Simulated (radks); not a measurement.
Values are calculated unless marked as measured or tabulated.
Question: Species: Pr I. Configuration: [Xe] 4f3 6s2. Level of theory: scalar-relativistic Kohn-Sham, PBE, spin-polarised, spherical densities, point nucleus; open shells are filled with parallel spins first (spin-orbit coupling, left out, can overturn this in heavy ions) (a radial shooting solver on a logarithmic mesh with Libxc functionals). Some entries of the table are withheld. Estimate them.

orbital,occ.,eigenvalue (eV),<r^2> (bohr^2),r(max) (bohr)
1s up,1,-41817.19,0.0007895,0.01541
1s down,1,-41817.19,0.0007895,0.01541
2s up,1,-6726.966,0.01253,0.08725
2s down,1,-6726.963,0.01253,0.08725
2p up,3,-6018.761,0.01001,0.07028
2p down,3,-6018.760,0.01001,0.07028
3s up,1,-1451.271,0.08476,0.2491
3s down,1,-1450.560,0.08470,0.2490
3p up,3,-1226.997,0.08480,0.2439
3p down,3,-1226.289,0.08473,0.2438
3d up,5,-912.2050,0.07220,0.2006
3d down,5,-911.6559,0.07211,0.2005
4s up,1,-289.0736,0.4374,0.5790
4s down,1,-287.0350,0.4370,0.5789
4p up,3,-215.8416,0.4948,0.6046
4p down,3,-213.7767,0.4943,0.6043
4d up,5,-111.1469,0.6143,0.6359
4d down,5,-109.0489,0.6143,0.6354
5s up,1,-39.5320,2.542,1.350
5s down,1,-38.1218,2.585,1.358
5p up,3,-21.8651,3.518,1.530
5p down,3,-20.7725,3.609,1.543
6s up,1,-3.5205,22.62,3.831
6s down,1,-3.3608,23.59,3.916
5d up,0,(1),13.10,2.243
4f up,3,(2),(3),0.6925
5d down,0,(4),15.05,2.320
6p up,0,-1.2695,43.07,5.068
6p down,0,-1.2066,45.18,5.168
4f down,0,(5),(6),0.6936

Answer: 
(1) 5d up eigenvalue (eV): -2.1654
(2) 4f up eigenvalue (eV): -1.8449
(3) 4f up <r^2> (bohr^2): 2.004
(4) 5d down eigenvalue (eV): -1.7838
(5) 4f down eigenvalue (eV): -0.0717
(6) 4f down <r^2> (bohr^2): 3.109
